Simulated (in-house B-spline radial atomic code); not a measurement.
Binding energies in Pt7+

NIST's tabulated ground configuration is [Xe] 4f14 5d3; each binding energy is the energy of the ion with one electron taken from that subshell, relaxed, less that of the parent. Level of theory: Dirac-Hartree-Fock, average of configuration, Fermi nucleus of rms radius 5.427 fm; calculated with a radial B-spline atomic code at the basis-set limit. Energies include first-order Breit, QED and recoil terms.

| subshell | X-ray name | binding energy (eV) | -ε (eV) | relaxation (eV) |
| --- | --- | --- | --- | --- |
| 1s | K | 78512 | 79017.1 | 88.1 |
| 2s | L1 | 14009.6 | 14113.8 | 51.4 |
| 2p1/2 | L2 | 13395.5 | 13503.5 | 56.2 |
| 2p3/2 | L3 | 11686.1 | 11771.5 | 52.6 |
| 3s | M1 | 3425.4 | 3463.8 | 27.6 |
| 3p1/2 | M2 | 3152.7 | 3191.4 | 28.7 |
| 4s | N1 | 851.6 | 863.9 | 9.9 |
| 4p1/2 | N2 | 735.5 | 747.3 | 9.8 |
| 4p3/2 | N3 | 644.6 | 654.3 | 8.6 |
| 5s | O1 | 220.9 | 222.8 | 1.5 |
| 4f5/2 | N6 | 192.3 | 199.8 | 7.7 |
| 4f7/2 | N7 | 189 | 196.2 | 7.5 |
| 5p1/2 | O2 | 179.4 | 181.1 | 1.3 |
| 5p3/2 | O3 | 162.8 | 164.1 | 1.1 |
| 5d | O4,5 | 107 | 107.6 | 0.6 |

Relaxation = -ε minus the binding energy without Breit, QED and recoil terms.

Emission lines follow as differences of binding energies, with λ = 12398.42 eV·Å / E:

| line | holes | energy (eV) | wavelength (Å) |
| --- | --- | --- | --- |
| K-L3 | 1s → 2p3/2 | 66825.9 | 0.18553 |
| K-L2 | 1s → 2p1/2 | 65116.5 | 0.1904 |
| L3-M1 | 2p3/2 → 3s | 8260.7 | 1.5009 |

Q: What screening constant σ does Moseley's law, E = (3/4)·13.6057 eV·(Z - σ)², need for K-L3?

A: σ = -2.92.

Moseley's non-relativistic formula needs a falling, then negative, screening constant for heavy elements, because relativity binds the 1s electron more strongly than the formula allows.

Q: What does it cost to remove both a 1s and a 4f5/2 electron?

A: 78740 eV, which is 35.8 eV more than the two single binding energies together.

Q: What does it cost to remove both a 3p1/2 and a 5d electron?

A: 3280.8 eV, which is 21.15 eV more than the two single binding energies together.
